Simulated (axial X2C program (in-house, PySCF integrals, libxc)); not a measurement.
## Outer orbitals of ScH⁻ at 1.932 Å, BHandHLYP

Calculated with an axial X2C code built on PySCF integrals. Spin-free means the one-electron spin-free X2C Hamiltonian; two-component (2c) means X2C with spin–orbit coupling and atomic mean-field two-electron Coulomb and Gaunt terms, so the difference of the two also holds small scalar two-electron terms. Basis: Sc dyall-acv3z [11s12p8d5f2g], H dyall-av3z [7s3p2d] (cores contracted in-house); Gaussian nuclei, density fitting, unrestricted open shells. Masses: Sc 44.956 u, H 1.008 u.

The distance is close to the 2c PBE0 minimum; the highest filled and lowest empty levels are listed.

Spin-free orbitals, state M_S = 1/2, Λ = 2 (beyond evenly filled blocks: δ+α) (Löwdin shares):

```csv
symmetry,occupied,ε (eV),atomic character
π+α,yes,-34.32,99% Sc p
σα,yes,-33.22,98% Sc p
π-α,yes,-32.96,99% Sc p
σβ,yes,-32.93,98% Sc p
π-β,yes,-31.99,99% Sc p
π+β,yes,-31.99,99% Sc p
σα,yes,-3.83,"61% H s, 16% Sc s, 12% Sc d"
σβ,yes,-3.80,"61% H s, 17% Sc s, 11% Sc d"
δ+α,yes,-1.06,100% Sc d
σα,yes,-0.14,"54% Sc s, 22% Sc p, 12% Sc d"
σβ,yes,0.12,"54% Sc s, 31% Sc p, 8% H s"
π+α,no,1.70,100% Sc p
π-α,no,1.70,100% Sc p
π-β,no,1.72,100% Sc p
π+β,no,1.72,100% Sc p
```

The highest filled level is positive, so this functional does not bind it, and the empty levels of an anion are set by the basis.

Spinors with spin–orbit coupling (state Ω = 3/2):

```json
{"ω": "1/2", "occupied": "yes", "ε (eV)": "-34.51", "atomic character": "99% Sc p", "λ mixture": "97% π, 3% σ"}
{"ω": "-1/2", "occupied": "yes", "ε (eV)": "-33.24", "atomic character": "98% Sc p", "λ mixture": "96% σ, 4% π"}
{"ω": "1/2", "occupied": "yes", "ε (eV)": "-32.86", "atomic character": "98% Sc p", "λ mixture": "97% σ, 3% π"}
{"ω": "-3/2", "occupied": "yes", "ε (eV)": "-32.77", "atomic character": "99% Sc p", "λ mixture": "100% π"}
{"ω": "-1/2", "occupied": "yes", "ε (eV)": "-32.08", "atomic character": "99% Sc p", "λ mixture": "96% π, 4% σ"}
{"ω": "3/2", "occupied": "yes", "ε (eV)": "-31.79", "atomic character": "99% Sc p", "λ mixture": "100% π"}
{"ω": "-1/2", "occupied": "yes", "ε (eV)": "-3.83", "atomic character": "61% H s, 16% Sc s, 12% Sc d", "λ mixture": "100% σ"}
{"ω": "1/2", "occupied": "yes", "ε (eV)": "-3.80", "atomic character": "61% H s, 17% Sc s, 11% Sc d", "λ mixture": "100% σ"}
{"ω": "3/2", "occupied": "yes", "ε (eV)": "-1.08", "atomic character": "100% Sc d", "λ mixture": "100% δ"}
{"ω": "-1/2", "occupied": "yes", "ε (eV)": "-0.14", "atomic character": "54% Sc s, 22% Sc p, 12% Sc d", "λ mixture": "100% σ"}
{"ω": "1/2", "occupied": "yes", "ε (eV)": "0.12", "atomic character": "54% Sc s, 31% Sc p, 8% H s", "λ mixture": "100% σ"}
{"ω": "1/2", "occupied": "no", "ε (eV)": "1.70", "atomic character": "100% Sc p", "λ mixture": "100% π"}
{"ω": "-3/2", "occupied": "no", "ε (eV)": "1.70", "atomic character": "100% Sc p", "λ mixture": "100% π"}
{"ω": "-1/2", "occupied": "no", "ε (eV)": "1.72", "atomic character": "100% Sc p", "λ mixture": "100% π"}
{"ω": "3/2", "occupied": "no", "ε (eV)": "1.72", "atomic character": "100% Sc p", "λ mixture": "100% π"}
```

The highest filled level is positive, so this functional does not bind it, and the empty levels of an anion are set by the basis.

Mulliken charges and populations of the two-component result (they depend on the basis, above all on diffuse functions):

Sc -0.52 e (s 7.74 p 12.47 d 1.30 f 0.01), H -0.48 e (s 1.47 p 0.02). ⟨Lz⟩ = 2.00 ħ and ⟨Sz⟩ = -0.50 ħ (-0.49 and -0.01 on the two atoms), which add up to Ω.

Occupations by symmetry block were frozen at the best pattern of an incomplete PBE0 search. Density functionals use the spin component along the axis (collinear). PBE0 can misorder states that lie within some tenths of an eV, so this need not be the ground state of the molecule. The nearest other spin-free determinant of the search, M_S = 1/2, Λ = 1, lies 0.15 eV up at the distance of the search. The functionals have no current-density term, which raises determinants with orbital currents, atoms included. The highest occupied level of some functionals is positive through self-interaction error; at Hartree–Fock it is bound.
